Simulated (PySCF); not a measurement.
## Computed structure and properties of [Dy(NH2)2]+

System: [Dy(NH2)2]+ (singlet in the valence; each metal's 4f electrons, 9 of them, lie in its core potential, out of spins and levels); start: displaced along the imaginary mode (C1). Method: PySCF 2.14.0, RKS TPSS, Dy lcecp-1-SVP with ECP55, N def2-SVP, H def2-SVP; non-relativistic Hamiltonian with scalar-relativistic core potentials where named; density fitting; no spin-orbit coupling.

Input of the relaxation:

```python
mol = gto.M(atom='''
Dy     0.03608     0.00337    -0.00000
N     -0.17855    -0.02682     2.17055
H      0.34057     0.60075     2.81344
H     -0.79707    -0.53689     2.82428
N     -0.17664    -0.00636    -2.17055
H      0.33054    -0.64432    -2.81436
H     -0.80710     0.49331    -2.82336''',
    basis={'Dy': 'lcecp-1-SVP', 'N': 'def2-SVP', 'H': 'def2-SVP'},
    ecp={'Dy': 'lcecp-1-SVP'},
    charge=1, spin=0)
mf = dft.RKS(mol, xc='TPSS')
mf.grids.atom_grid = (50, 194)  # f atoms: unpruned, at least (60, 302)
mf = mf.density_fit()  # fitting sets: Dy AutoAux, N def2-universal-JKFIT, H def2-universal-JKFIT
mf.conv_tol = 1e-08; mf.max_cycle = 55
mf.kernel(dm0)  # dm0: converged density of the start geometry
# quasi-Newton relaxation in Cartesian coordinates to a largest gradient under 0.00045 Eh/bohr, steps kept in the point group
```

Run from Python with OMP_NUM_THREADS=2; the lines above give its settings. Where DIIS fails, smearing, a level shift and second-order steps follow.
It took 2 min on 2 threads of AMD EPYC 7R43 64-Core Processor (Zen 3), with other jobs on the host, from the converged density of the start.

Course of the relaxation:

```tsv
step	energy above end (eV)	largest force component within the symmetry (eV/Å)
0	0.9151	0.310
1	0.8923	0.385
2	0.6961	0.794
3	0.4793	0.973
4	0.4309	0.857
5	0.3826	0.949
6	0.3461	0.919
7	0.2500	0.609
23	0.0010	0.079
24	0.0008	0.085
25	0.0004	0.058
26	0.0002	0.033
27	0.0000	0.022
28	0.0000	0.016
```
(The steps between are left out.)

Relaxed geometry (C2v):

```xyz
7

Dy    1.1476    0.0531   -0.0050
N    -0.1235    0.0991    1.6510
H     0.0789    0.1648    2.6578
H    -1.1497    0.0458    1.5735
N    -0.1302   -0.1222   -1.6492
H     0.0815   -0.1929   -2.6543
H    -1.1566   -0.1646   -1.5738
```

```tsv
contact	Å
Dy1–N2 (NH2)	2.088
Dy1–N5 (NH2)	2.090
```

On the finer grid (75, 302):

```json
{
 "HOMO": "-10.34 eV",
 "LUMO": "-7.23 eV",
 "Dipole about the centre of mass": "2.63 D",
 "Set of Mulliken populations of Dy1 outside the core potential": "s 2.23, p 6.16, d 1.41, f 0.04",
 "D3(BJ) dispersion energy (not in the energies)": "-0.137 eV"
}
```

```json
{"atom": "Dy1", "Mulliken (e)": "1.16", "Löwdin (e)": "0.97", "spin (e)": "0.00"}
{"atom": "N2", "Mulliken (e)": "-0.43", "Löwdin (e)": "-0.20", "spin (e)": "0.00"}
{"atom": "H3", "Mulliken (e)": "0.17", "Löwdin (e)": "0.11", "spin (e)": "0.00"}
{"atom": "H4", "Mulliken (e)": "0.18", "Löwdin (e)": "0.11", "spin (e)": "0.00"}
{"atom": "N5", "Mulliken (e)": "-0.43", "Löwdin (e)": "-0.20", "spin (e)": "0.00"}
{"atom": "H6", "Mulliken (e)": "0.17", "Löwdin (e)": "0.11", "spin (e)": "0.00"}
{"atom": "H7", "Mulliken (e)": "0.18", "Löwdin (e)": "0.11", "spin (e)": "0.00"}
```

The 4f levels lie in the core potential and are missing. Their spin isn't counted.

No frequency check is given for this geometry.

Taking off one NH2 (charge -1, singlet; the rest: singlet) in vacuum, both parts rigid, costs 17.10 eV; the small basis without counterpoise inflates it. Most of it is the attraction of opposite charges; other ways to part are cheaper, and one spin state was tried for the rest.

Rigid scan of NH2 along the line from its metal:

(distance to N2 (Å), energy (eV)): (1.79, 1.333), (1.89, 0.516), (1.99, 0.113), (2.09, 0.000), (2.19, 0.085), (2.29, 0.301), (2.49, 0.950), (2.79, 2.086), (3.19, 3.441), (3.69, 4.519)

One start shape was tried, so this needn't be the lowest isomer.

An lcecp potential fixes the number of 4f electrons, so in runs with it no electron can move into or out of that shell.
